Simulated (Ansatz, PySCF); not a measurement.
Breaking a bond: ClMg (cation, charge +1), lowest singlet found (which spin is the ground state isn't settled by this scan).

Computed with: RCCSDT(Q) = CCSDT(Q) on RHF/cc-pVDZ, frozen core run with Ansatz (a first-principles code); UKS-BP86/6-31G* = unrestricted BP86/6-31G*, spherical d (PySCF); UCCSDT(Q) = CCSDT(Q) on UHF/cc-pVDZ, frozen core (Ansatz).

Total energies in hartree (comparable only within one method and basis):

```csv
R / Å,RCCSDT(Q),UKS-BP86/6-31G*,UCCSDT(Q)
1.76,-658.99371,-659.98128,-658.99371
1.91,-659.04596,-660.03169,-659.04596
2.01,-659.06179,-660.04695,-659.06179
2.09,-659.06722,-660.05223,-659.06722
2.22,-659.06676,-660.05202,-659.06676
2.32,-659.06127,-660.04705,-659.06127
2.39,-659.05575,-660.04201,-659.05575
2.47,-659.04836,-660.03523,-659.04836
2.55,-659.04028,-660.02779,-659.04028
2.60,-659.03506,-660.02294,-659.03506
2.73,-659.02150,-660.01014,-659.02153
2.91,-659.00424,-659.99309,—
3.08,-658.99094,-659.97927,—
3.29,—,-659.96585,—
```

A dash means that the run gave no value there, or that the column was ended at a point which the program doubted or which failed a test of continuity chosen for this set; such a test can also cut sound points.

The scan ran from 1.76 to 8.28 Å; beyond the distances shown full CI changes its symmetry label. The T1 diagnostic of CCSD on the restricted reference of RCCSDT(Q) exceeds 0.045 at 3.29 Å. The unrestricted determinant behind UKS-BP86/6-31G* is spin-contaminated at 2.91 to 3.29 Å (<S²> up to 0.5, against 0.00 for a pure singlet). The unrestricted solution behind UCCSDT(Q) changes between 2.73 and 2.91 Å, which can leave a kink. The unrestricted determinant behind UCCSDT(Q) is spin-contaminated at 2.73 to 3.29 Å (<S²> up to 1.0, against 0.00 for a pure singlet).
